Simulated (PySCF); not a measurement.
Species: C₅H₃F₄O (doublet state).
Numbering: `[H]/[C:1]=[CH:2]/[O:3]/[C:4]([F:5])=[CH:6]/[C:7]([F:8])([F:9])[F:10]` (hydrogens: H11 on C1; H12 on C2; H13 on C6)

Geometry (GFN2-xTB, Å), atoms numbered from 1 in this order:
```xyz
13
C5H3F4O angstrom
C      2.7816   -0.6247    0.3076
C      2.3559    0.5780    0.1112
O      1.0653    0.9998   -0.1722
C      0.0378    0.1698   -0.1797
F      0.2634   -1.0591    0.2821
C     -1.1735    0.5350   -0.6092
C     -2.3487   -0.3800   -0.5788
F     -2.8092   -0.6069    0.6669
F     -2.1022   -1.5888   -1.1069
F     -3.3744    0.1362   -1.2687
H      3.6640   -1.1674    0.5237
H      2.9791    1.4794    0.1234
H     -1.3437    1.5292   -0.9784
```

The hyperfine couplings belong to this conformer and change with its torsions.

Level of theory: UKS B3LYP, pcH-1 on C F H O, non-relativistic, mean-field spin-orbit, GIAO in PySCF. Geometry: GFN2-xTB, one conformer, isolated molecule. Couplings are sensitive to structure, and on GFN2-xTB geometries they can be far from those on DFT ones. No stability test was run, so a lower SCF solution isn't excluded.

Task: Break the g tensor into its mass correction, gauge correction and orbital-Zeeman/spin–orbit terms.

Result: 
```tsv
Δg (ppm)	1	2	3
relativistic mass correction	-161	-161	-161
gauge correction	45	16	53
orbital Zeeman/spin–orbit	-446	-1	563
total	-562	-145	455
```

So g = 2.00176, 2.00217, 2.00277 and g_iso = 2.00224; the tensor is rhombic: the two nearest values differ by 41 % of g3 − g1. 

Task: Average each term over the three axes. Which is largest in size?

Result: The mass correction -161, the orbital-Zeeman/spin–orbit term 39 and the gauge correction 38 ppm, for a total of -84 ppm. The mass correction is the largest in size. The mass correction is the same along every axis, so the anisotropy comes from the other two: their spans along these axes are 37 (gauge) and 1010 ppm (orbital Zeeman/spin–orbit).

Task: At 9.513 GHz, how far is the centre of the isotropic spectrum from where a free electron (g = 2.002319) resonates?

Result: B = hν/(g μB) with μB/h = 13.99624 MHz/mT gives 339.45 mT for the free electron and 339.46 mT at g_iso, 0.01 mT higher.

Task: In a frozen sample, at which fields do the three g values resonate at 9.5, 34, 94 and 263 GHz (hyperfine left aside), and which band first spreads them over more than twice a line width of 0.3 mT?

Result: 
```json
{"band": "X", "GHz": "9.5", "B(g3) mT": "338.91", "B(g2) mT": "339.01", "B(g1) mT": "339.08", "spread mT": "0.17"}
{"band": "Q", "GHz": "34.0", "B(g3) mT": "1212.93", "B(g2) mT": "1213.29", "B(g1) mT": "1213.55", "spread mT": "0.62"}
{"band": "W", "GHz": "94.0", "B(g3) mT": "3353.39", "B(g2) mT": "3354.40", "B(g1) mT": "3355.10", "spread mT": "1.70"}
{"band": "J", "GHz": "263.0", "B(g3) mT": "9382.36", "B(g2) mT": "9385.18", "B(g1) mT": "9387.13", "spread mT": "4.77"}
```

The spread grows in proportion to the frequency. Q band is the first where it exceeds 0.6 mT.

The Mulliken spin populations are largest on C1 (+1.04), C2 (-0.13) and H12 (+0.07). C1 is the only atom above +0.15. The positive populations add up to 1.15 and the negative ones to -0.15, together 2S = 1.

The HOMO–LUMO gaps are 6.20 eV among the α and 3.96 eV among the β orbitals.
